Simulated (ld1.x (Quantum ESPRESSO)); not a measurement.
**Ranking RRKJ potentials for Ti**

All share these settings but for the change named:

* Element: titanium
* Generator: ld1.x (Quantum ESPRESSO) 7.5
* Type: norm-conserving RRKJ (Kleinman–Bylander form)
* Functional: BLYP
* Relativity: fully relativistic
* Frozen core: [Ar]
* Valence charge: 4
* Reference configuration: 3d2 4s0 4p0 (charge +2)
* Partial waves: 4p (bound, empty): rc 3.10 bohr; 3d (bound): rc 2.25 bohr; 4s (bound, empty): rc 2.00 bohr
* Local potential: the s channel
* Core correction: none

Open shells are filled in proportion to 2j + 1 (rel_dist='average').

Cutoff: the first of the cutoffs (Ry, on a coarse ladder) from which the occupation-weighted sum of valence levels, in a spherical-Bessel basis at the reference potential, stays within 10 and 1 mRy of its value at 400 Ry; the density cutoff is not measured.

The base gives 35 Ry.

Of 9 variants that were run, those that failed, showed a ghost or another fault, or gave nearly equal values are left out.

(1) Rank these variants from softest to hardest (loose cutoff).
A. all radii scaled by about 1.25 (s 2.50, p 3.88, d 2.82 bohr)
B. all radii scaled by about 1.40 (s 2.80, p 4.34, d 3.16 bohr)
C. all radii scaled by about 1.17 (s 2.34, p 3.64, d 2.64 bohr)
D. all radii scaled by about 1.11 (s 2.22, p 3.46, d 2.50 bohr)

Answers

(1) B (18 Ry), A (21 Ry), C (25 Ry), D (30 Ry).
